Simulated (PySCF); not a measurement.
## Name the molecule from its bond curve

A diatomic of charge -1 contains Hg. Its singlet curve at PBE in a double-zeta basis (scalar-relativistic core potentials, PySCF), in eV from the separated fragments:

R (Å), E (eV) and a bar:
```
    2.046     -0.348 ##############################
    2.141     -0.588 #############
    2.236     -0.718 #####
    2.308     -0.765 #
    2.379     -0.784 
    2.450     -0.782 
    2.546     -0.758 ##
    2.664     -0.709 #####
    2.807     -0.636 ##########
    2.998     -0.538 #################
```

The fit gives ωe = 234 cm⁻¹ and the rotational constant Bₑ = 0.1677 cm⁻¹.

**Question.** Which atom is the partner?

**Answer.** The minimum lies at 2.406 Å, so the reduced mass is 16.8576 u Å² cm⁻¹/(Bₑ·Re²) = 17.36 u. With Hg at 201.97 u the partner weighs about 19.0 u: F. The molecule is HgF⁻.

Spin–orbit coupling is left out. The highest Kohn–Sham level is positive in this anion. Much of that is self-interaction error, but it also means that the finite basis helps to hold the extra electron.
